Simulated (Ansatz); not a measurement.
Reaction (cleavage of the Si–Si bond): `[SiH3][SiH2][SiH3]` + `S[CH2][GeH3]` → `[SiH3]S[CH2][GeH3]` + `[SiH3][SiH3]`

Computed with Ansatz on PBE0-D4/def2-TZVP structures; ΔE is electronic, products minus reactants. CBS: MP2 limit from def2 TZ/QZ plus the TZ coupled-cluster correction, frozen cores. Functionals use def2-TZVPP. For Ge outer-core shells are correlated without core-valence functions, which leaves a few kJ/mol of doubt a bond. Scalar relativity is left out up to krypton. One conformer a species, not always the lowest.

`[SiH3][SiH2][SiH3]`:

Z-matrix (Å, degrees):
```
Si
Si 1 2.338
H 1 1.488 2 109.8
H 1 1.488 2 111.3 3 120.4
H 1 1.488 2 109.8 3 -119.2
Si 2 2.338 1 110.3 3 59.6
H 2 1.490 1 109.6 3 -179.6
H 2 1.490 1 109.6 3 -61.1
H 6 1.488 2 109.8 1 -59.5
H 6 1.488 2 109.8 1 59.7
H 6 1.488 2 111.3 1 -179.9
```

`S[CH2][GeH3]`:

Cartesian coordinates in Å:
```
S 1.512 1.385 -0.375
C 0.439 0.002 -0.831
Ge -0.646 -0.639 0.673
H 0.564 2.170 0.163
H 1.113 -0.797 -1.144
H -0.185 0.260 -1.688
H -1.603 -1.756 0.212
H -1.471 0.543 1.211
H 0.277 -1.167 1.779
```

`[SiH3]S[CH2][GeH3]`:

```xyz
12

Si    0.267   -0.519   -2.429
S     0.957    0.478   -0.682
C    -0.319   -0.079    0.484
Ge    0.031    0.677    2.266
H     1.210   -0.175   -3.522
H     0.239   -1.991   -2.219
H    -1.109   -0.076   -2.779
H    -1.306    0.247    0.151
H    -0.316   -1.168    0.559
H     0.009    2.210    2.181
H    -1.067    0.194    3.229
H     1.404    0.201    2.760
```

`[SiH3][SiH3]`:

Cartesian coordinates in Å:
```
Si -0.252 0.259 1.112
Si 0.252 -0.259 -1.112
H 0.290 1.599 1.465
H -1.726 0.273 1.317
H 0.346 -0.751 2.025
H 1.725 -0.270 -1.317
H -0.349 0.749 -2.025
H -0.287 -1.601 -1.463
```

```json
{"level": "r2SCAN0", "ΔE (eV)": "-0.47"}
{"level": "HF/def2-SVP", "ΔE (eV)": "-0.53"}
{"level": "CCSD(T)/def2-SVP", "ΔE (eV)": "-0.43"}
{"level": "HF/def2-QZVPP", "ΔE (eV)": "-0.58"}
```

(1) What does CCSD(T)/CBS give? (Best estimate.)

Largest T1 diagnostic among the species: 0.013.

Answers

(1) Computed: -0.50 eV. The listed levels differ from it by 0.03, -0.03, 0.07, -0.08 eV.

Leaving LDA and LC-ωPBE aside and taking each functional with its dispersion term where it has one, the values, not all of them listed here, spread over 0.14 eV, from ωB97M-V to PBE-D4. At CCSD(T), def2-SVP lies +0.07 eV from the extrapolated value and def2-TZVPP +0.02 eV.
